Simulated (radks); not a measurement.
The numbers below are computed, except where a source is named.
Q: These are the eigenvalues of the occupied orbitals of an atom or ion with whole-number occupations (eV). Code: a radial shooting solver on a logarithmic mesh with Libxc functionals. Model: scalar-relativistic Kohn-Sham, PBE, spin-polarised, spherical densities, finite nucleus; Fermi nuclear charge, rms radius of each element as measured or else 0.836 A^(1/3) + 0.57 fm.

1s up: -51263.75
1s down: -51261.53
2s up: -9426.016
2s down: -9424.808
2p up: -8519.269
2p down: -8517.329
3s up: -2934.761
3s down: -2932.607
3p up: -2653.230
3p down: -2650.779
3d up: -2289.274
3d down: -2286.962
4s up: -1336.918
4s down: -1324.789
4p up: -1232.155

Which element is it, and in what charge state? The configuration may be excited. Open shells, if any, are filled with parallel spins first.

A: Z = 64, gadolinium, charge +31: Gd31+ in [Ar] 3d10 4s2 4p3. The list shows which subshells hold electrons but not how many an open one holds; the 1s level, -1883.9 hartree, gives Z - s = 61.4 by -(Z - s)^2/2, which with screening and relativity narrows Z to a few neighbours, and the depths of the outer levels then fix element, charge and occupations together.
